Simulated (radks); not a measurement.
The mean radii <r> (bohr) of the occupied orbitals of an atom or ion are listed with their occupations. All-electron calculation, Dirac Kohn-Sham, exchange-only B88, spin-unpolarised, spherical densities, finite nucleus; Fermi nuclear charge, rms radius of each element as measured or else 0.836 A^(1/3) + 0.57 fm. Program: a radial shooting solver on a logarithmic mesh with Libxc functionals.

| orbital | occ. | <r> |
|---|---|---|
| 1s1/2 | 2 | 0.01774 |
| 2s1/2 | 2 | 0.07426 |
| 2p1/2 | 2 | 0.06130 |
| 2p3/2 | 4 | 0.06949 |
| 3s1/2 | 2 | 0.1934 |
| 3p1/2 | 2 | 0.1835 |
| 3p3/2 | 4 | 0.1986 |
| 3d3/2 | 4 | 0.1734 |
| 3d5/2 | 6 | 0.1781 |
| 4s1/2 | 2 | 0.4317 |
| 4p1/2 | 2 | 0.4357 |
| 4p3/2 | 4 | 0.4693 |
| 4d3/2 | 4 | 0.4825 |
| 4d5/2 | 6 | 0.4938 |
| 5s1/2 | 2 | 1.010 |
| 5p1/2 | 2 | 1.106 |
| 4f5/2 | 6 | 0.5531 |
| 4f7/2 | 8 | 0.5614 |
| 5p3/2 | 4 | 1.212 |
| 5d3/2 | 4 | 1.955 |
| 5d5/2 | 4 | 2.101 |

Name the element and its charge. Open shells, if any, fill j = l - 1/2 first.

Answer. Z = 76, osmium, charge 0: Os in [Xe] 4f14 5d8. The 1s radius gives Z: for a bare nucleus <r> = (2 gamma + 1)/(2Z) with gamma = sqrt(1 - (Z/c)^2), 0.01753 bohr for Z = 76, and screening makes it slightly larger (0.01774 here). The occupations add up to 76, and the charge is Z minus that.
